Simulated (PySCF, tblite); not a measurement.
Isomers of C5H10F3NSi. Level: GFN2-xTB in tblite, geometry and Hessian alike; calculated harmonic values, unscaled, isolated species. This tight-binding method is rough: wavenumbers can miss measured ones by several per cent, in bad cases by 10 to 20. Modes of hydrogen on silicon can be 10 to 20 % off. One conformer each.

Electronic energies: PBE0/pcSseg-1 single points on the GFN2-xTB geometries (PySCF, gas phase).

```csv
SMILES,"electronic energy, lowest = 0 (kJ/mol)"
C[C@@H]1C[C@@H](C(F)(F)F)N[SiH2]1,30.1
CN(C)[SiH2]CC(F)=C(F)F,235.6
C=CN([SiH3])[C@H](C)C(F)(F)F,153.5
FC(F)(F)CN1CCC[SiH2]1,55.2
F[SiH2]N[C@@H]1CC[C@@H]1C(F)F,0.0
C=N[SiH2][C@@H](C)CC(F)(F)F,127.1
```

Task: How do GFN2-xTB zero-point energies change the relative energies?

Result: 
```csv
SMILES,ZPE (kJ/mol),of it from modes above 1550 cm⁻¹,electronic (kJ/mol),"with ZPE, lowest = 0 (kJ/mol)",lowest mode (cm⁻¹),rings
F[SiH2]N[C@@H]1CC[C@@H]1C(F)F,386.9,173.1,0.0,0.0,48,1
C[C@@H]1C[C@@H](C(F)(F)F)N[SiH2]1,385.8,173.0,30.1,29.0,44,1
FC(F)(F)CN1CCC[SiH2]1,385.4,168.5,55.2,53.7,25,1
C=N[SiH2][C@@H](C)CC(F)(F)F,375.4,180.4,127.1,115.7,25,0
C=CN([SiH3])[C@H](C)C(F)(F)F,371.6,179.3,153.5,138.2,51,0
CN(C)[SiH2]CC(F)=C(F)F,376.3,180.4,235.6,225.1,26,0
```

The zero-point energies span 15.3 kJ/mol, from `C=CN([SiH3])[C@H](C)C(F)(F)F` to `F[SiH2]N[C@@H]1CC[C@@H]1C(F)F`. The order is unchanged.

Task: And how do the electronic energies of GFN2-xTB itself compare?

Result: `F[SiH2]N[C@@H]1CC[C@@H]1C(F)F` 0.0; `C[C@@H]1C[C@@H](C(F)(F)F)N[SiH2]1` 124.8; `FC(F)(F)CN1CCC[SiH2]1` 127.9; `C=N[SiH2][C@@H](C)CC(F)(F)F` 243.1; `C=CN([SiH3])[C@H](C)C(F)(F)F` 186.5; `CN(C)[SiH2]CC(F)=C(F)F` 267.2 kJ/mol, lowest = 0. Against the energies above, taken from the same isomer `F[SiH2]N[C@@H]1CC[C@@H]1C(F)F`, the largest difference is 116.0 kJ/mol.

Task: What do entropy and thermal enthalpy add at 298.15 K and 1 bar (rigid rotor, harmonic oscillator, one conformer each)?

Result: 
```
                           SMILES  point group  symmetry number  S (J/(mol K))  H − H(0) (kJ/mol)  ZPE + H − H(0) − TS (kJ/mol)
    F[SiH2]N[C@@H]1CC[C@@H]1C(F)F           C1                1          444.6              31.95                         286.3
C[C@@H]1C[C@@H](C(F)(F)F)N[SiH2]1           C1                1          429.1              31.33                         289.2
     C=CN([SiH3])[C@H](C)C(F)(F)F           C1                1          447.8              34.28                         272.4
           CN(C)[SiH2]CC(F)=C(F)F           C1                1          478.8              36.44                         270.0
```

Not tabulated: `FC(F)(F)CN1CCC[SiH2]1` (lowest mode only 24 cm⁻¹); `C=N[SiH2][C@@H](C)CC(F)(F)F` (lowest mode only 24 cm⁻¹).
